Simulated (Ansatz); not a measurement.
`FC(F)(F)CBr` + H₂ → `CC(F)(F)F` + HBr at 400 K and 1 bar (hydrogenolysis of a C–Br bond).

Isolated molecules relaxed with PBE0-D4/def2-TZVP in Ansatz; ΔE leaves out vibrations. CCSD(T)/CBS is the MP2 limit (def2-TZVPP, def2-QZVPP) plus CCSD(T) − MP2 in def2-TZVPP, frozen cores. This one scheme is used for every species. For Br outer-core shells are correlated without core-valence functions, which leaves a few kJ/mol of doubt a bond. Scalar relativity is left out up to krypton.

```json
{"species": "`FC(F)(F)CBr`", "CCSD(T)/CBS energy (Eh)": "-2950.00902", "H − E (kJ/mol)": "141.7", "S (J/(mol·K))": "365.5"}
{"species": "H₂", "CCSD(T)/CBS energy (Eh)": "-1.17544", "H − E (kJ/mol)": "38.0", "S (J/(mol·K))": "139.0"}
{"species": "`CC(F)(F)F`", "CCSD(T)/CBS energy (Eh)": "-377.30189", "H − E (kJ/mol)": "161.7", "S (J/(mol·K))": "311.0"}
{"species": "HBr", "CCSD(T)/CBS energy (Eh)": "-2573.91920", "H − E (kJ/mol)": "27.6", "S (J/(mol·K))": "207.2"}
```

H − E and S are ideal-gas, rigid-rotor, harmonic terms from PBE0-D4/def2-TZVP. The MP2-based limit puts H₂ 0.8 mEh under its directly extrapolated value; such offsets cancel only in part. 1 Eh = 2625.50 kJ/mol, R = 8.31446 J/(mol·K).

By hand: ΔE, ΔH, ΔS and ΔG.

ΔE = (-377.30189) + (-2573.91920) − (-2950.00902) − (-1.17544) = -0.03663 Eh = -96.2 kJ/mol. Δ(H − E) = 161.7 + 27.6 − 141.7 − 38.0 = 9.6, so ΔH = -86.6 kJ/mol. ΔS = 311.0 + 207.2 − 365.5 − 139.0 = 13.7 J/(mol·K). ΔG = -86.6 − 400 × (13.7)/1000 = -92.1 kJ/mol.

By hand: the equilibrium constant, and the temperature at which ΔG would vanish if ΔH and ΔS stayed fixed.

log₁₀ K = −ΔG/(RT ln 10) = 12.0. ΔH and −TΔS have one sign here, so there is no such temperature.

The number of gas molecules stays the same, so ΔS is small and ΔH decides. A doubt of 5 kJ/mol in ΔE shifts log₁₀ K by 0.7 here. These are equilibria of isolated gas molecules and say nothing of rates. Largest T1 diagnostic: 0.011 (customary marks: 0.02 for closed shells, 0.045 for open ones).
